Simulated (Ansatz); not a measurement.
**A barrier at the coupled-cluster level**

Start structure (SiNH₅OF₂, singlet), relaxed at PBE0-D4/def2-TZVP:

```xyz
10
angstrom
Si 0.6731 0.3789 0.3128
O 0.6406 -1.2623 0.5096
F -0.2853 1.2581 1.2593
F 2.0687 0.6714 1.1014
H 1.0449 0.9936 -0.9783
H -0.9942 -0.6640 -1.4769
N -1.1580 -0.0537 -0.6843
H 1.4060 -1.5724 0.9992
H -1.7724 -0.5373 -0.0379
H -1.6234 0.7877 -1.0048
```

The step: SiH₂OF₂ ([OH][SiH]([F])[F]) + NH₃ → SiNH₃F₂ ([NH2][SiH]([F])[F]) + H₂O; bonds formed: O2–H6; dative contacts that become bonds: Si1–N7; bonds broken: Si1–O2, H6–N7. Ansatz 0.2.0; basis: def2-TZVPP and def2-QZVPP; cores frozen in the correlated methods. Extrapolation: Hartree–Fock as exp(−7.88 √X), correlation as X^−2.97. Energies below are by CCSD(T) at an estimated basis limit (MP2 extrapolated from triple and quadruple zeta, plus CCSD(T) − MP2 in triple zeta).

**Question.** What are the electronic barrier and the energy of the step, from the start structure to the end structure? (To be estimated.)

**Answer.** Computed: Barrier 148.3 kJ/mol; step energy 60.7 kJ/mol (uphill); reverse barrier, their difference, 87.6 kJ/mol. Barrier and step energy count from the start structure, the reverse barrier from the end structure.

The saddle point: One imaginary mode of 1143i cm⁻¹.
| pair | start (Å) | saddle (Å) | end (Å) |
| --- | --- | --- | --- |
| Si1–N7 | 2.13 | 1.85 | 1.70 |
| O2–H6 | 2.64 | 1.22 | 0.97 |
| Si1–O2 | 1.65 | 1.94 | 3.43 |
| H6–N7 | 1.01 | 1.27 | 2.13 |

Zero-point energy (harmonic, PBE0-D4): ZPE is 181.9 kJ/mol at the start and 167.7 kJ/mol at the saddle, so the barrier goes from 148.3 to 134.1 kJ/mol.

No T1 diagnostic of these runs exceeds 0.012.

Labels in which every atom is bracketed show which atoms are joined, not bond orders.

For scale, one of the runs: CCSD(T)/def2-TZVPP, 236 basis functions, launched by `ansatz run in.yaml --threads 4 --pin off --events-out ev --progress --plain --max-ram 9574MiB`. Hardware: 4 CPU threads of an AMD EPYC, shared host. Wall time 4.2 min; peak host memory 4.7 GiB.
